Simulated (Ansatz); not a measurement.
Relaxation of BClF2H2 (6 atoms, charge 0, multiplicity 1), to a largest force component of 0.03 eV/Å in at most 50 steps.

All numbers below come from Ansatz, RKS B3LYP-D4/def2-SVP.

```xyz
6
Properties=species:S:1:pos:R:3
B 0.023 -0.545 -0.342
H 0.004 0.247 1.918
F 1.141 0.100 -0.557
F -1.129 0.044 -0.542
Cl 0.070 -2.300 0.134
H 0.019 -0.470 1.949
```

Q: Where does it end, and by what steps?

A: The forces met the threshold. After 9 steps the energy has fallen by 0.167 eV; H6 moved furthest, 0.42 Å.

| step | energy less start (eV) | largest force component (eV/Å) | accepted |
| --- | --- | --- | --- |
| 0 | 0.0000 | 1.780 | yes |
| 1 | -0.1225 | 0.798 | yes |
| 2 | 0.0733 | 2.452 | no |
| 3 | -0.0767 | 1.379 | no |
| 4 | -0.1458 | 0.418 | yes |
| 5 | -0.1624 | 0.218 | yes |
| 6 | -0.1654 | 0.198 | yes |
| 7 | -0.1662 | 0.202 | yes |
| 8 | -0.1643 | 0.372 | no |
| 9 | -0.1674 | 0.024 | yes |

```xyz
6
Properties=species:S:1:pos:R:3
B 0.025 -0.656 -0.519
H 0.000 0.433 2.232
F 1.138 0.027 -0.656
F -1.124 -0.032 -0.649
Cl 0.071 -2.376 -0.190
H 0.019 -0.319 2.342
```

Whether the end is a true minimum wasn't checked by a vibrational analysis.

Run time: 13 s on 1 thread of Intel(R) Xeon(R) 6975P-C (Granite Rapids) (shared host), peak memory 0.15 GiB.
